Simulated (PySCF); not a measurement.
Computed shifts of a molecule CH10N2Si3, PBE/pcSseg-1 run with PySCF, GIAO, gas phase, atoms alike by connectivity averaged where their shifts nearly agree, in ppm (number of nuclei): ¹³C: 6.8 (1). ²⁹Si: -16.1 (1), -20.7 (1), -89.4 (1). ¹⁵N: 84.4 (1), 48.7 (1). ¹H: 5.87 (1), 5.71 (1), 4.17 (1), 3.84 (1), 1.73 (1), 1.39 (1), 1.03 (1), 0.73 (3). References: ¹³C against TMS (σ = 182.0 ppm); ²⁹Si against TMS (σ = 335.4 ppm); ¹⁵N against NH3 (σ = 267.0 ppm); ¹H against TMS (σ = 31.49 ppm), references at their B3LYP-D3(BJ)/def2-TZVP geometries, non-relativistic. Geometry optimised at PBE0-D3(BJ)/def2-SVP. One conformer was computed; it need not be the lowest.

Problem. Identify the compound among the candidates.
(A) N[Si@@H]1C[SiH2][Si@@H]1N
(B) N[Si@@H]([SiH3])/N=C\[SiH3]
(C) N[SiH2][Si@H]1CN[SiH2]1
(D) C[Si@H]1N[Si@@H](N)[SiH2]1

Solution. D, C[Si@H]1N[Si@@H](N)[SiH2]1
